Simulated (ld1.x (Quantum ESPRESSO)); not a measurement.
**Reading a pseudo-wave (silicon)**

Columns: radius, all-electron u(r) and pseudo u(r) of the 3p shell (level -4.08 eV) of silicon in the configuration [Ne] 3s1.75 3p2.25; BLYP, scalar-relativistic, PAW scheme, ld1.x (Quantum ESPRESSO) 7.5.

```csv
r (bohr),all-electron,pseudo
0.118,0.1283,-0.0071
0.235,0.2428,-0.0276
0.353,0.2603,-0.0609
0.470,0.2072,-0.1044
0.588,0.1157,-0.1567
0.705,0.0101,-0.2141
0.822,-0.0969,-0.2743
0.940,-0.1985,-0.3351
1.058,-0.2898,-0.3933
1.175,-0.3685,-0.4463
1.292,-0.4349,-0.4932
1.410,-0.4903,-0.5331
1.528,-0.5346,-0.5652
1.645,-0.5684,-0.5894
1.763,-0.5932,-0.6065
1.880,-0.6096,-0.6173
1.998,-0.6190,-0.6227
2.115,-0.6223,-0.6235
2.232,-0.6204,-0.6206
2.350,-0.6143,-0.6143
2.468,-0.6048,-0.6048
2.585,-0.5926,-0.5926
2.702,-0.5782,-0.5782
2.820,-0.5620,-0.5620
2.938,-0.5445,-0.5445
3.055,-0.5262,-0.5262
```

Task: How many radial nodes do the two functions have?

Result: The all-electron 3p function has n − l − 1 = 1; the pseudo-wave has 0, since the states of the same l below it are removed with the core.

Task: At about which radius was the pseudo-wave matched?

Result: 2.35 bohr. The columns agree to 0.0005 from 2.23 bohr on; several derivatives are matched, so the curves merge somewhat inside the radius.

Task: Is the pseudo-wave norm-conserving?

Result: No, it belongs to a PAW set: the norm inside the radius is not constrained, and the difference is carried by the augmentation charge.
